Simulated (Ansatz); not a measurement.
cadmium atom (Cd), singlet (core potentials on Cd); CAM-B3LYP/def2-SVPD run with Ansatz (a program for electronic structure).

The Ansatz input:
Ansatz 0.2 input:
```yaml
crystal:
  periodic: [false, false, false]
  atoms:
    - {symbol: Cd, position_ang: [0.00000000, 0.00000000, 0.00000000]}
basis:
  gaussian:
    orbitals: def2-SVPD
hamiltonian:
  xc: cam_b3lyp
accuracy: high
```

It wrote (shortened):

```
Functional definition: CAM-B3LYP
330 factors; integrals over basis functions are off by at most 1.5e-9 eV
134 factors; integrals over basis functions are off by at most 6.2e-10 eV
mean field evaluation 1: about -4563.5878 eV, gradient 3.6e0 eV
mean field evaluation 2: about -4563.6000 eV, gradient 2.6e0 eV
mean field evaluation 4: about -4563.6119 eV, gradient 1.8e-1 eV
mean field evaluation 8: about -4563.6167 eV, gradient 3.0e-4 eV
mean field evaluation 16: about -4563.6167 eV, gradient 2.1e-8 eV
mean field -4563.61669485 eV, -167.7098202053 hartree, gradient 2.1e-8 eV, S^2 0.000000; 0 other end points of the search recorded, 0 dependent functions left out
reference -4563.61670526 eV, -167.7098205879 hartree; 10, 10 occupied and 24, 24 virtual orbitals, 330 factors
Total energy: -4563.61670526 eV, -167.7098205879 hartree
```
